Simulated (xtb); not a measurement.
Cl2Si, charge -1, doublet, from a rough starting geometry (a state made from the parent by changing its charge; the spin is typed, not shown lowest); GFN2-xTB in xtb.

Input for xtb:
```
$ xtb mol.xyz --gfn 2 --chrg -1 --uhf 1 --opt vtight --json

# file mol.xyz
3

Si     0.03445543     0.00392403     0.87986347
Cl     1.03612903     1.19570307    -0.43215801
Cl    -1.01525364    -1.25740437    -0.43537822
```

The log (banner, timings and long lists left out):

```
   ID    Z sym.   atoms
    1   14 Si     1
    2   17 Cl     2, 3

           -------------------------------------------------
          |                Calculation Setup                |
           -------------------------------------------------

           -------------------------------------------------
          |                 G F N 2 - x T B                 |
           -------------------------------------------------

          ...................................................
          :                      SETUP                      :
          :.................................................:
          :  # basis functions                  30          :
          :  # atomic orbitals                  27          :
          :  # shells                            9          :
          :  # electrons                        19          :
          :  max. iterations                   250          :
          :  Hamiltonian                  GFN2-xTB          :
          :  restarted?                      false          :
          :  GBSA solvation                  false          :
          :  PC potential                    false          :
          :  electronic temp.          300.0000000     K    :
          :  accuracy                    1.0000000          :
          :  -> integral cutoff          0.2500000E+02      :
          :  -> integral neglect         0.1000000E-07      :
          :  -> SCF convergence          0.1000000E-05 Eh   :
          :  -> wf. convergence          0.1000000E-03 e    :
          :  Broyden damping             0.4000000          :
          :  net charge                         -1          :
          :  unpaired electrons                  1          :
          ...................................................

 iter      E             dE          RMSdq      gap      omega  full diag
   1    -11.0419406 -0.110419E+02  0.129E+01    2.07       0.0  T
   2    -11.0436843 -0.174367E-02  0.777E+00    2.17       1.0  T
   3    -11.0442008 -0.516495E-03  0.931E-01    2.40       1.0  T
   4    -11.0443079 -0.107104E-03  0.459E-01    2.43       1.0  T
   5    -11.0443406 -0.327759E-04  0.220E-01    2.45       1.0  T
   6    -11.0443522 -0.115547E-04  0.112E-01    2.45       1.0  T
   7    -11.0443643 -0.120752E-04  0.571E-02    2.45       1.0  T
   8    -11.0443651 -0.787394E-06  0.260E-02    2.45       2.2  T
   9    -11.0443654 -0.326387E-06  0.127E-02    2.45       4.5  T
  10    -11.0443656 -0.236907E-06  0.896E-03    2.44       6.4  T
  11    -11.0443657 -0.898455E-07  0.545E-03    2.44      10.6  T
  12    -11.0443657 -0.326473E-07  0.126E-03    2.45      45.7  T
  13    -11.0443657 -0.118002E-08  0.113E-03    2.45      50.9  T
  14    -11.0443657 -0.196374E-09  0.162E-04    2.45     356.9  T
  15    -11.0443657 -0.706102E-11  0.109E-04    2.45     531.4  T

   *** convergence criteria satisfied after 15 iterations ***

         :::::::::::::::::::::::::::::::::::::::::::::::::::::
         ::                     SUMMARY                     ::
         :::::::::::::::::::::::::::::::::::::::::::::::::::::
         :: total energy             -11.035039807572 Eh    ::
         :: gradient norm              0.070162781482 Eh/a0 ::
         :: HOMO-LUMO gap              2.445206725944 eV    ::
         ::.................................................::
         :: SCC energy               -11.044365722000 Eh    ::
         :: -> isotropic ES            0.135917777749 Eh    ::
         :: -> anisotropic ES         -0.021188050955 Eh    ::
         :: -> anisotropic XC         -0.005841846575 Eh    ::
         :: -> dispersion             -0.002579031975 Eh    ::
         :: repulsion energy           0.009325914428 Eh    ::
         :: add. restraining           0.000000000000 Eh    ::
         :: total charge              -1.000000000000 e     ::
         :::::::::::::::::::::::::::::::::::::::::::::::::::::

      -----------------------------------------------------------
     |                   =====================                   |
     |                        A N C O P T                        |
     |                   =====================                   |
     |               Approximate Normal Coordinate               |
     |                Rational Function Optimizer                |
      -----------------------------------------------------------
      -----------------------------------------------------------
     |                   =====================                   |
     |                        A N C O P T                        |
     |                   =====================                   |
     |               Approximate Normal Coordinate               |
     |                Rational Function Optimizer                |
      -----------------------------------------------------------

          ...................................................
          :                      SETUP                      :
          :.................................................:
          :   optimization level         verytight          :
          :   max. optcycles                   200          :
          :   ANC micro-cycles                  20          :
          :   degrees of freedom                 3          :
          :.................................................:
          :   RF solver                   davidson          :
          :   write xtbopt.log                true          :
          :   linear?                        false          :
          :   energy convergence         0.1000000E-06 Eh   :
          :   grad. convergence          0.2000000E-03 Eh/α :
          :   maxmium RF displ.          1.0000000          :
          :   Hlow (freq-cutoff)         0.1000000E-01      :
          :   Hmax (freq-cutoff)         5.0000000          :
          :   S6 in model hess.         20.0000000          :
          ...................................................

[...]
 * total energy  :   -11.0350398 Eh     change       -0.5695000E-11 Eh
 * total energy  :   -11.0466111 Eh     change       -0.1157126E-01 Eh
 * total energy  :   -11.0503902 Eh     change       -0.3779179E-02 Eh
 * total energy  :   -11.0513995 Eh     change       -0.1009221E-02 Eh
 * total energy  :   -11.0515371 Eh     change       -0.1376558E-03 Eh
 * total energy  :   -11.0515484 Eh     change       -0.1126967E-04 Eh
 * total energy  :   -11.0515542 Eh     change       -0.5790771E-05 Eh
 * total energy  :   -11.0515600 Eh     change       -0.5803494E-05 Eh
 * total energy  :   -11.0515600 Eh     change       -0.5928259E-07 Eh
   *** GEOMETRY OPTIMIZATION CONVERGED AFTER 9 ITERATIONS ***
[...]
          :  electronic temp.          300.0000000     K    :
          :  accuracy                    1.0000000          :
          :  -> integral cutoff          0.2500000E+02      :
          :  -> integral neglect         0.1000000E-07      :
          :  -> SCF convergence          0.1000000E-05 Eh   :
          :  -> wf. convergence          0.1000000E-03 e    :
          :  Broyden damping             0.4000000          :
          :  net charge                         -1          :
          :  unpaired electrons                  1          :
          ...................................................

 iter      E             dE          RMSdq      gap      omega  full diag
   1    -11.0522370 -0.110522E+02  0.805E-05    1.75       0.0  T
   2    -11.0522370 -0.136424E-11  0.631E-05    1.75     914.8  T
   3    -11.0522370 -0.268052E-11  0.367E-05    1.75    1572.1  T

   *** convergence criteria satisfied after 3 iterations ***

         :::::::::::::::::::::::::::::::::::::::::::::::::::::
         ::                     SUMMARY                     ::
         :::::::::::::::::::::::::::::::::::::::::::::::::::::
         :: total energy             -11.051560049591 Eh    ::
         :: gradient norm              0.000022674575 Eh/a0 ::
         :: HOMO-LUMO gap              1.754677767487 eV    ::
         ::.................................................::
         :: SCC energy               -11.052236925804 Eh    ::
         :: -> isotropic ES            0.141127978223 Eh    ::
         :: -> anisotropic ES         -0.017722305572 Eh    ::
         :: -> anisotropic XC         -0.004944467632 Eh    ::
         :: -> dispersion             -0.002494578309 Eh    ::
         :: repulsion energy           0.000676876213 Eh    ::
         :: add. restraining           0.000000000000 Eh    ::
         :: total charge              -1.000000000000 e     ::
         :::::::::::::::::::::::::::::::::::::::::::::::::::::

           -------------------------------------------------
          |                Property Printout                |
           -------------------------------------------------

    * Orbital Energies and Occupations

         #    Occupation            Energy/Eh            Energy/eV
      -------------------------------------------------------------
         1        2.0000           -0.8467192             -23.0404
         2        2.0000           -0.8447345             -22.9864
         3        2.0000           -0.4014104             -10.9229
         4        2.0000           -0.2425850              -6.6011
         5        2.0000           -0.2298188              -6.2537
         6        2.0000           -0.2286445              -6.2217
         7        2.0000           -0.2271463              -6.1810
         8        2.0000           -0.2234257              -6.0797
         9        2.0000           -0.1893579              -5.1527
        10        1.0000           -0.0867678              -2.3611 (HOMO)
        11                         -0.0222846              -0.6064 (LUMO)
        12                         -0.0167518              -0.4558
        13                          0.1481318               4.0309
        14                          0.1640841               4.4650
        15                          0.1824513               4.9648
        16                          0.2294427               6.2435
        17                          0.2539122               6.9093
        18                          0.2565226               6.9803
        19                          0.2568207               6.9884
        20                          0.2570457               6.9946
        21                          0.2571153               6.9965
       ...                                ...                  ...
        27                          0.4701408              12.7932
      -------------------------------------------------------------
                  HL-Gap            0.0644832 Eh            1.7547 eV
             Fermi-level           -0.0962945 Eh           -2.6203 eV

     #   Z          covCN         q      C6AA      α(0)
     1  14 Si       1.455     0.337   196.484    29.967
     2  17 Cl       0.727    -0.669   121.756    16.878
     3  17 Cl       0.727    -0.669   121.756    16.878

 Mol. C6AA /au·bohr⁶  :       1271.243965
 Mol. C8AA /au·bohr⁸  :      66481.747168
 Mol. α(0) /au        :         63.721924

Wiberg/Mayer (AO) data.
largest (>0.10) Wiberg bond orders for each atom

 ---------------------------------------------------------------------------
     #   Z sym  total        # sym  WBO       # sym  WBO       # sym  WBO
 ---------------------------------------------------------------------------
     1  14 Si   1.179 --     2 Cl   0.589     3 Cl   0.589
     2  17 Cl   0.600 --     1 Si   0.589
     3  17 Cl   0.600 --     1 Si   0.589
 ---------------------------------------------------------------------------

Topologies differ in total number of bonds
Writing topology from bond orders to xtbtopo.mol

molecular dipole:
                 x           y           z       tot (Debye)
 q only:       -0.031       0.049       1.902
   full:       -0.033       0.042       0.752       1.916
molecular quadrupole (traceless):
                xx          xy          yy          xz          yz          zz
 q only:       -1.913     -11.911      -6.198       0.198       0.014       8.111
  q+dip:       -0.515     -11.693      -4.720       0.129       0.047       5.235
   full:       -0.932     -10.195      -4.599       0.120       0.046       5.531

optimized geometry written to: xtbopt.xyz

           -------------------------------------------------
          | TOTAL ENERGY              -11.051560049591 Eh   |
          | GRADIENT NORM               0.000022674575 Eh/α |
          | HOMO-LUMO GAP               1.754677767487 eV   |
           -------------------------------------------------

normal termination of xtb
```
